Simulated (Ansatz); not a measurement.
A nudged elastic band was laid between two geometries of H4NSSb (7 atoms, charge 0, multiplicity 1).

Computed with RKS PBE0-D4/def2-SVP (Ansatz 0.2.0).

```yaml
movable_images: 7
climbing_image: yes
spring: 5.0 eV/Å²
optimiser: quadratic models (default)
start_path: through a guess of the saddle point
force_threshold: 0.05 eV/Å
iteration_limit: 60
end_points: relaxed
```

First end point:

```xyz
7
Properties=species:S:1:pos:R:3
N -1.124 0.726 -0.701
Sb 0.526 0.839 0.496
S 1.313 -1.494 0.680
H -1.739 -0.060 -0.501
H -0.887 0.699 -1.691
H -0.423 0.601 1.904
H 2.333 -1.311 -0.187
```

Last end point:

```xyz
7
Properties=species:S:1:pos:R:3
N -0.947 0.605 -0.119
Sb 1.212 0.995 0.708
S 1.480 -1.430 0.672
H -0.937 -0.420 -0.118
H -1.122 0.931 -1.070
H -1.700 0.925 0.489
H 2.013 -1.606 -0.562
```

**Question.** Which bonds break or form, and what moves?

**Answer.** Bonds broken: Sb2–H6. Bonds formed: N1–H6.

**Question.** Give the energies along the band, and the barrier.

**Answer.** The run converged. The highest image is number 4 of 0 to 8, 180.6 kJ/mol above the first end and 174.0 kJ/mol above the last; the last end lies 6.5 kJ/mol above the first. A vibrational analysis at the climbing image gives one clearly imaginary mode, 1486i cm⁻¹: a first-order saddle point. The orbitals stay closed-shell, which can raise the energy where a bond breaks towards radicals; this wasn't checked here.

```json
{"image": "0", "path coordinate (Å)": "0.00", "energy (kJ/mol)": "0.0", "Sb2–H6 (Å)": "1.71", "N1–H6 (Å)": "2.70"}
{"image": "1", "path coordinate (Å)": "0.46", "energy (kJ/mol)": "3.0", "Sb2–H6 (Å)": "1.71", "N1–H6 (Å)": "2.70"}
{"image": "2", "path coordinate (Å)": "0.93", "energy (kJ/mol)": "27.1", "Sb2–H6 (Å)": "1.70", "N1–H6 (Å)": "2.42"}
{"image": "3", "path coordinate (Å)": "1.39", "energy (kJ/mol)": "106.9", "Sb2–H6 (Å)": "1.69", "N1–H6 (Å)": "1.97"}
{"image": "4", "path coordinate (Å)": "1.86", "energy (kJ/mol)": "180.6", "Sb2–H6 (Å)": "1.80", "N1–H6 (Å)": "1.49"}
{"image": "5", "path coordinate (Å)": "2.30", "energy (kJ/mol)": "85.4", "Sb2–H6 (Å)": "2.12", "N1–H6 (Å)": "1.09"}
{"image": "6", "path coordinate (Å)": "2.74", "energy (kJ/mol)": "20.5", "Sb2–H6 (Å)": "2.60", "N1–H6 (Å)": "1.02"}
{"image": "7", "path coordinate (Å)": "3.18", "energy (kJ/mol)": "7.8", "Sb2–H6 (Å)": "2.88", "N1–H6 (Å)": "1.02"}
{"image": "8", "path coordinate (Å)": "3.62", "energy (kJ/mol)": "6.5", "Sb2–H6 (Å)": "2.92", "N1–H6 (Å)": "1.02"}
```

**Question.** What is the geometry of the highest image?

**Answer.** 
```xyz
7
Properties=species:S:1:pos:R:3
N -1.121 0.586 -0.414
Sb 0.871 0.900 0.584
S 1.306 -1.487 0.813
H -1.172 -0.408 -0.640
H -1.285 1.151 -1.249
H -0.870 0.812 1.040
H 2.270 -1.554 -0.134
```

**Question.** What are the harmonic wavenumbers there?

**Answer.** 1486i, 131, 201, 312, 349, 418, 621, 682, 770, 940, 1466, 1739, 2695, 3484, 3630 cm⁻¹.

The run took 8.3 min on 1 thread of Arm Neoverse N1, with other jobs on the host, peak memory 0.16 GiB.
